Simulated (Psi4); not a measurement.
P2, charge +1, doublet, geometry from GFN2-xTB (a state made from the parent by changing its charge; the spin is typed, not shown lowest); R2SCAN/cc-pVDZ (Psi4 1.11).

Input for Psi4:
```
memory 2 GB

molecule mol {
1 2
P    -0.000000   -0.000000   -0.984896
P     0.000000    0.000000    0.984896
}

set {
  basis cc-pvdz
  reference uks
  scf_type pk
  puream true
  d_convergence 1e-8
  dft_radial_points 99
  dft_spherical_points 590
}

energy('r2scan')
print_variables()
```

### Question
Write the output that Psi4 gives for this input, abridged.

### Answer

```
   => Loading Basis Set <=

    Name: CC-PVDZ
    Role: ORBITAL
    Keyword: BASIS

         ---------------------------------------------------------
                                   SCF
               by Justin Turney, Rob Parrish, Andy Simmonett
                          and Daniel G. A. Smith
                              UKS Reference
         ---------------------------------------------------------

  ==> Geometry <==

    Molecular point group: d2h
    Full point group: D_inf_h

    Geometry (in Angstrom), charge = 1, multiplicity = 2:

       Center              X                  Y                   Z               Mass
    ------------   -----------------  -----------------  -----------------  -----------------
         P            0.000000000000     0.000000000000    -0.984896000000    30.973761998420
         P            0.000000000000     0.000000000000     0.984896000000    30.973761998420

  Running in d2h symmetry.

  Rotational constants: A = ************  B =      0.28054  C =      0.28054 [cm^-1]
  Rotational constants: A = ************  B =   8410.31960  C =   8410.31960 [MHz]
  Nuclear repulsion =   60.445403575986710

  Charge       = 1
  Multiplicity = 2
  Electrons    = 29
  Nalpha       = 15
  Nbeta        = 14

  ==> Algorithm <==

  SCF Algorithm Type is PK.
  DIIS enabled.
  MOM disabled.
  Fractional occupation disabled.
  Guess Type is SAD.
  Energy threshold   = 1.00e-06
  Density threshold  = 1.00e-08
  Integral threshold = 1.00e-12

  ==> Primary Basis <==

  Basis Set: CC-PVDZ
    Blend: CC-PVDZ
    Number of shells: 16
    Number of basis functions: 36
    Number of Cartesian functions: 38
    Spherical Harmonics?: true
    Max angular momentum: 2

  ==> DFT Potential <==

   => LibXC <=

    Version 7.1.2
    S. Lehtola, C. Steigemann, M. J. T. Oliveira, and M. A. L. Marques,  SoftwareX 7, 1–5 (2018) (10.1016/j.softx.2017.11.002)

   => Composite Functional: R2SCAN <=

    r2SCAN Meta-GGA XC Functional  (0.1021/acs.jpclett.0c02405)
    J. W. Furness, A. D. Kaplan, J. Ning, J. P. Perdew, J. Sun  J. Phys. Chem. Lett.  11, 8208–8215, 2020

    Deriv               =              1
    GGA                 =           TRUE
    Meta                =           TRUE

    Exchange Hybrid     =          FALSE
    MP2 Hybrid          =          FALSE

   => Exchange Functionals <=

    1.0000   XC_MGGA_X_R2SCAN

   => Correlation Functionals <=

    1.0000   XC_MGGA_C_R2SCAN

   => LibXC Density Thresholds  <==

[...]
   @S   Expected:                5.000000000E-01
   @S   Observed:                5.000000000E-01

    Orbital Energies [Eh]
    ---------------------

    Alpha Occupied:

[...]
    Alpha Virtual:

[...]
    Beta Occupied:

[...]
    Beta Virtual:

[...]
       9B1u    0.865525

    Final Occupation by Irrep:
             Ag   B1g   B2g   B3g    Au   B1u   B2u   B3u
    DOCC [     5,    0,    1,    1,    0,    4,    2,    1 ]
    SOCC [     0,    0,    0,    0,    0,    0,    0,    1 ]
    NA   [     5,    0,    1,    1,    0,    4,    2,    2 ]
    NB   [     5,    0,    1,    1,    0,    4,    2,    1 ]

  @UKS Final Energy:  -682.25498352244381

   => Energetics <=

    Nuclear Repulsion Energy =             60.4454035759867097
    One-Electron Energy =               -1055.1567494725436518
    Two-Electron Energy =                 358.5187722676218414
    DFT Exchange-Correlation Energy =     -46.0624098935086224
    Empirical Dispersion Energy =           0.0000000000000000
    VV10 Nonlocal Energy =                  0.0000000000000000
    Total Energy =                       -682.2549835224438084

  UHF NO Occupations:
  HONO-2 :    5 Ag 1.9990498
  HONO-1 :    4B1u 1.9985880
  HONO-0 :    2B3u 1.0000000
  LUNO+0 :    5B1u 0.0014120
  LUNO+1 :    6 Ag 0.0009502
  LUNO+2 :    7 Ag 0.0000316
  LUNO+3 :    3B2u 0.0000204

Computation Completed

Properties will be evaluated at   0.000000,   0.000000,   0.000000 [a0]

Properties computed using the SCF density matrix

 Multipole Moments:

 ------------------------------------------------------------------------------------
     Multipole            Electronic (a.u.)      Nuclear  (a.u.)        Total (a.u.)
 ------------------------------------------------------------------------------------

 L = 1.  Multiply by 2.5417464519 to convert [e a0] to [Debye]
 Dipole X            :          0.0000000            0.0000000            0.0000000
 Dipole Y            :          0.0000000            0.0000000            0.0000000
 Dipole Z            :          0.0000000            0.0000000            0.0000000
 Magnitude           :                                                    0.0000000

 ------------------------------------------------------------------------------------

  Variable Map:
  ----------------------------------------------------------------------------
[...]
  Array Variable Map:
  ----------------------------------------------------------------------------
[...]
[...]
```
